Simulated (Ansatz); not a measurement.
A made-up structure of AlHIBr, closed shell:

Br1  (-2.426, 0.061, -0.709)
Al2  (1.210, -1.857, 0.680)
I3  (0.066, 0.201, -0.017)
H4  (0.880, 1.693, -0.050)
(Å)

It is relaxed with PBE-D4/def2-SVP and then PBE0-D4/def2-TZVP (Ansatz 0.2.0). Atoms count as bonded within 1.22 times the sum of their covalent radii (H–H: 0.88 Å). The end point is not checked to be a true minimum.

(1) Does its bonding change? (A judgement: the text doesn't fix the answer.)

Results:

(1) Computed: Yes. Formed: Br1–Al2; broken: Br1–I3, Al2–I3.

Where it ends: The first stage lowers the energy by 4.11 eV in 17 steps. It ends as a complex of AlBr + HI:
```
4
angstrom
Br -2.2727 -1.2566 -0.4289
Al -0.1536 -1.9671 0.3078
I 0.3339 1.3961 -0.1537
H 1.8233 1.9252 0.1800
```

For scale, one of the runs: PBE0-D4/def2-TZVP relaxation, 141 basis functions, launched by `ansatz run in.yaml --threads 2 --pin off --events-out ev --progress --plain --max-ram 4352MiB`. The run took about 32 s on 2 CPU threads of an Arm Neoverse V2 (shared host).
